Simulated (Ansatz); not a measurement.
```yaml
crystal:
  periodic: [false, false, false]
  atoms:
    - {symbol: F, position_ang: [0.164280, 2.010615, 1.536835]}
    - {symbol: Si, position_ang: [0.332262, 1.212574, 0.160318]}
    - {symbol: C, position_ang: [1.046771, -0.503391, 0.365964]}
    - {symbol: Si, position_ang: [-0.608463, -1.122023, -0.291299]}
    - {symbol: N, position_ang: [-1.125436, 0.533430, -0.431188]}
    - {symbol: H, position_ang: [1.009486, 2.173094, -0.742496]}
    - {symbol: H, position_ang: [1.906046, -0.732636, -0.264991]}
    - {symbol: H, position_ang: [1.273988, -0.778117, 1.396438]}
    - {symbol: H, position_ang: [-0.537401, -1.847392, -1.589037]}
    - {symbol: H, position_ang: [-1.417459, -1.946496, 0.647690]}
    - {symbol: H, position_ang: [-1.978574, 0.943343, -0.767632]}
basis:
  gaussian: {orbitals: STO-3G, final_grid: {core_spheres: 1, valence_spheres: 1, degree: 5}}
hamiltonian: {xc: {name: r2SCAN}}
```

```sh
$ ansatz run in.yaml --threads 4 --pin off --events-out ev --progress --plain --max-ram 10444MiB
```

It prints (some lines left out):

```
Functional definition: r2SCAN
489 factors; integrals over basis functions are off by at most 3.6e-5 eV
mean field evaluation 1: about -20837.0302 eV, gradient 3.4e1 eV
mean field evaluation 2: about -20835.4533 eV, gradient 4.3e1 eV
mean field evaluation 4: about -20840.6967 eV, gradient 1.7e0 eV
mean field evaluation 8: about -20779.8711 eV, gradient 1.1e1 eV
mean field evaluation 16: about -20780.2720 eV, gradient 4.8e-5 eV
mean field -20780.27196839 eV, -763.6609094641 hartree, gradient 4.8e-5 eV, S^2 0.000000; 0 other end points of the search recorded, 0 dependent functions left out
reference -20780.27197257 eV, -763.6609096176 hartree; 28, 28 occupied and 11, 11 virtual orbitals, 489 factors
Total energy: -20780.27197257 eV, -763.6609096176 hartree
```

What is wrong with this run?

The integration grid is far too coarse. Self-consistency was reached. The result belongs to that input, not to the molecule as meant.
